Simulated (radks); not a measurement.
Ionisation of the tantalum ion Ta+, [Xe] 4f14 5d3 6s1, to [Xe] 4f14 5d3 as the strength of local exchange is varied. All-electron calculation, Dirac Kohn-Sham, Slater X-alpha exchange (alpha = 2/3 is LDA exchange), no correlation, spin-unpolarised, spherical densities, finite nucleus; open shells are shared between the two j in proportion to 2j + 1; Fermi nuclear charge, rms radius 5.3507 fm. Program: a radial shooting solver on a logarithmic mesh with Libxc functionals.

alpha,E(Ta+) (hartree),exchange (hartree),IE (eV),-e of the level emptied (eV),<r> of it (bohr)
0.563,-15559.9596,-252.7235,13.592,10.236 (6s1/2),3.158
0.667,-15606.7201,-300.3847,14.279,10.894 (6s1/2),3.095
0.724,-15632.4130,-326.6351,14.664,11.265 (6s1/2),3.061
0.743,-15640.9875,-335.4054,14.793,11.390 (6s1/2),3.050
0.8,-15666.7412,-361.7767,15.185,11.771 (6s1/2),3.016
0.907,-15715.2092,-411.5252,15.936,12.505 (6s1/2),2.955
0.959,-15738.8216,-435.8170,16.307,12.870 (6s1/2),2.925

NIST Atomic Spectra Database: 16.2 +/- 0.5 eV (semi-empirical). The Delta-SCF value meets it near alpha = 0.94. Spin polarisation and multiplet splitting are left out, so open shells lie too high by an amount that depends on their filling. Sharing an open shell by 2j + 1 raises it above the true ground level by a part of the spin-orbit splitting, which enters the differences from NIST.

Beside tabulated values, note that spin-unpolarised runs miss the spin-polarisation part of the exchange energy of open shells.
